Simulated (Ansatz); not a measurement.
Ansatz (a program for electronic structure) input (B3LYP/LANL2DZ): The .json file is the Basis Set Exchange's LANL2DZ.

Ansatz 0.2 input:
```yaml
crystal:
  periodic: [false, false, false]
  atoms:
    - {symbol: C, position_ang: [-2.05168200, -0.25241100, 0.18857400]}
    - {symbol: Si, position_ang: [-0.48792400, 0.71209200, -0.24319100]}
    - {symbol: Si, position_ang: [1.49334800, -0.48826700, 0.04738700]}
    - {symbol: H, position_ang: [-2.08202100, -0.47571900, 1.25866100]}
    - {symbol: H, position_ang: [-2.94477300, 0.32283600, -0.06061700]}
    - {symbol: H, position_ang: [-2.09001100, -1.19657700, -0.35626100]}
    - {symbol: H, position_ang: [-0.46426300, 2.01402400, 0.48013500]}
    - {symbol: H, position_ang: [2.64921600, 0.34566500, -0.36184000]}
    - {symbol: H, position_ang: [1.70887700, -0.92568100, 1.45335300]}
    - {symbol: H, position_ang: [1.45712800, -1.70363200, -0.80362100]}
basis:
  gaussian:
    orbitals: LANL2DZ.json
hamiltonian:
  xc: {name: B3LYP}
magnetization: {spin_polarized: true, initial_magnetization: 1}
relax: {f_tol: 0.003, max_steps: 120}
```

From the output:

```
integrals: 0.01 GiB planned
536 factors; integrals over basis functions are off by at most 3.2e-4 eV
mean field: 0.14 GiB planned
mean field -1361.29390187 eV, -50.0266281755 hartree, gradient 4.9e-5 eV, S^2 0.752059; 0 other end points of the search recorded, 0 dependent functions left out
the calculation of the forces begins
reference -1361.29415628 eV, -50.0266375250 hartree; 11, 10 occupied and 28, 29 virtual orbitals, 536 factors
relax step   4: F+E_penalty+E_count = -1361.29390187 eV  Δ(F+E_penalty+E_count) = -8.124e-5 eV  max|allowed force component| = 1.619e-2 eV/Å  Δτ_max = 0.0027 Å  (18 SCF iters, accepted)
these checks for a lower state are left out or cut short: starts, cluster_reference, orbital_swaps, neighbouring_geometries, increment
integrals: 0.01 GiB planned
536 factors; integrals over basis functions are off by at most 3.2e-4 eV
mean field: 0.14 GiB planned
mean field evaluation 32: about -1361.2939 eV, gradient 1.7e-4 eV
mean field -1361.29393370 eV, -50.0266293455 hartree, gradient 1.9e-5 eV, S^2 0.752066; 0 other end points of the search recorded, 0 dependent functions left out
the calculation of the forces begins
reference -1361.29418805 eV, -50.0266386924 hartree; 11, 10 occupied and 28, 29 virtual orbitals, 536 factors
relax step   5: F+E_penalty+E_count = -1361.29393370 eV  Δ(F+E_penalty+E_count) = -3.184e-5 eV  max|allowed force component| = 3.521e-3 eV/Å  Δτ_max = 0.0078 Å  (20 SCF iters, accepted)
these checks for a lower state are left out or cut short: starts, cluster_reference, orbital_swaps, neighbouring_geometries, increment
integrals: 0.01 GiB planned
536 factors; integrals over basis functions are off by at most 3.2e-4 eV
mean field: 0.14 GiB planned
mean field -1361.29393624 eV, -50.0266294388 hartree, gradient 3.9e-5 eV, S^2 0.752060; 0 other end points of the search recorded, 0 dependent functions left out
the calculation of the forces begins
reference -1361.29419056 eV, -50.0266387849 hartree; 11, 10 occupied and 28, 29 virtual orbitals, 536 factors
relax step   6: F+E_penalty+E_count = -1361.29393624 eV  Δ(F+E_penalty+E_count) = -2.540e-6 eV  max|allowed force component| = 5.256e-3 eV/Å  Δτ_max = 0.0030 Å  (19 SCF iters, accepted)
these checks for a lower state are left out or cut short: starts, cluster_reference, orbital_swaps, neighbouring_geometries, increment
integrals: 0.01 GiB planned
536 factors; integrals over basis functions are off by at most 3.2e-4 eV
mean field: 0.14 GiB planned
mean field -1361.29394074 eV, -50.0266296042 hartree, gradient 2.7e-5 eV, S^2 0.752065; 0 other end points of the search recorded, 0 dependent functions left out
the calculation of the forces begins
reference -1361.29419511 eV, -50.0266389521 hartree; 11, 10 occupied and 28, 29 virtual orbitals, 536 factors
relax step   7: F+E_penalty+E_count = -1361.29394074 eV  Δ(F+E_penalty+E_count) = -4.500e-6 eV  max|allowed force component| = 6.755e-4 eV/Å  Δτ_max = 0.0017 Å  (19 SCF iters, accepted)
integrals: 0.01 GiB planned
536 factors; integrals over basis functions are off by at most 3.2e-4 eV
mean field: 0.14 GiB planned
mean field -1361.29394074 eV, -50.0266296042 hartree, gradient 2.7e-5 eV, S^2 0.752065; 1 other end points of the search recorded, 0 dependent functions left out
the calculation of the forces begins
reference -1361.29419511 eV, -50.0266389521 hartree; 11, 10 occupied and 28, 29 virtual orbitals, 536 factors
Total energy: -1361.29419511 eV, -50.0266389521 hartree
Atom 0 at    -2.072924    -0.255188     0.194322 Å, force    -0.000512     0.000025     0.000427 eV/Å
Atom 1 at    -0.483912     0.706577    -0.235540 Å, force     0.000103     0.000025    -0.000492 eV/Å
Atom 2 at     1.512662    -0.489892     0.045624 Å, force    -0.000505    -0.000054    -0.000096 eV/Å
Atom 3 at    -2.118004    -0.490918     1.266938 Å, force    -0.000171    -0.000014    -0.000457 eV/Å
Atom 4 at    -2.961475     0.337581    -0.056234 Å, force    -0.000121     0.000507     0.000467 eV/Å
Atom 5 at    -2.128392    -1.198430    -0.361719 Å, force     0.000675    -0.000451    -0.000171 eV/Å
Atom 6 at    -0.451944     2.023920     0.464165 Å, force     0.000044     0.000113     0.000075 eV/Å
Atom 7 at     2.666821     0.351628    -0.360451 Å, force    -0.000095    -0.000066     0.000164 eV/Å
Atom 8 at     1.731128    -0.927004     1.453149 Å, force     0.000325     0.000039     0.000137 eV/Å
Atom 9 at     1.493935    -1.705944    -0.807675 Å, force     0.000256    -0.000122    -0.000053 eV/Å
Dipole moment:    -0.159817    -0.054972     0.039415 e Å
```

The geometry given is a B3LYP-D3(BJ)/def2-TZVP minimum.
